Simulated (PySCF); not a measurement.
Spectra and structures to be paired. Level of theory: PySCF 2.14.0, density-fitted response routines, TDDFT B3LYP/def2-SVPD, vertical, gas phase, core orbitals frozen in the response. Geometries: GFN2-xTB; one conformer of each isolated species. Triplets are in the Tamm–Dancoff approximation.

A. `O=C(Cl)[C@@H](F)CC=C`
B. `C#Cc1ccccp1`
C. `C#C[P@@](=O)(O)C1CC1`
D. `O=CN[SiH]1CC1`
E. `COC[C@H](F)C(F)(F)F`

Lowest singlet levels (six at most, fewer where fewer were computed) with oscillator strengths:

1. 7.12 eV (f 0.026); 7.74 eV (f 0.007); 8.06 eV (f 0.005); 8.07 eV (f 0.003); 8.21 eV (f 0.015); 8.59 eV (f 0.027); T1 6.95 eV
2. 4.80 eV (f 0.005); 5.34 eV (f 0.004); 6.10 eV (f 0.001); 6.63 eV (f 0.016); 7.06 eV (f 0.070); 7.09 eV (f 0.099); T1 4.33 eV
3. 6.10 eV (f 0.000); 6.27 eV (f 0.004); 6.31 eV (f 0.001); 6.57 eV (f 0.003); 6.68 eV (f 0.000); 6.99 eV (f 0.035); T1 5.07 eV
4. 4.27 eV (f 0.029); 4.53 eV (f 0.158); 4.54 eV (f 0.005); 4.94 eV (f 0.007); 5.17 eV (f 0.002); 5.44 eV (f 0.410); T1 2.92 eV
5. 5.37 eV (f 0.025); 5.76 eV (f 0.014); 5.94 eV (f 0.001); 6.26 eV (f 0.011); 6.41 eV (f 0.101); 6.76 eV (f 0.036); T1 4.91 eV

Question: Which spectrum belongs to which structure?

Answer: 1 = E, 2 = A, 3 = C, 4 = B, 5 = D.
- A: S1 at 4.80 eV, HOMO→LUMO (59%), HOMO-1→LUMO (40%); Löwdin shares by element: HOMO carbon 73% or more, oxygen 6% (atoms not listed hold the other 21%); LUMO carbon 45% or more, oxygen 32%, chlorine 13%; HOMO -7.79 and LUMO -1.82 eV.
- B: S1 at 4.27 eV, HOMO→LUMO (34%), HOMO→LUMO+1 (32%), HOMO-1→LUMO (31%); Löwdin shares by element: HOMO carbon 50% or more, phosphorus 19% (atoms not listed hold the other 31%); LUMO carbon 39% or more, phosphorus 32% (atoms not listed hold the other 29%); HOMO -6.71 and LUMO -2.03 eV; point group Cs.
- C: S1 at 6.10 eV, HOMO→LUMO (47%), HOMO→LUMO+1 (23%), HOMO-2→LUMO (9%); Löwdin shares by element: HOMO oxygen 49% or more, carbon 37% or more, phosphorus 6%; LUMO carbon 59% or more, phosphorus 12%, oxygen 8% or more (atoms not listed hold the other 22%); HOMO -8.12 and LUMO -0.61 eV.
- D: S1 at 5.37 eV, HOMO→LUMO (82%), HOMO-1→LUMO (14%); Löwdin shares by element: HOMO carbon 50% or more, silicon 26%, nitrogen 5% (atoms not listed hold the other 19%); LUMO carbon 37% or more, oxygen 25%, nitrogen 15%, hydrogen 7% or more (atoms not listed hold the other 16%); HOMO -6.59 and LUMO -0.34 eV.
- E: S1 at 7.12 eV, HOMO→LUMO (97%); Löwdin shares by element: HOMO oxygen 62%, carbon 19% or more, hydrogen 5% or more; LUMO carbon 39% or more, hydrogen 18% or more (atoms not listed hold the other 43%); HOMO -7.89 and LUMO 0.25 eV.
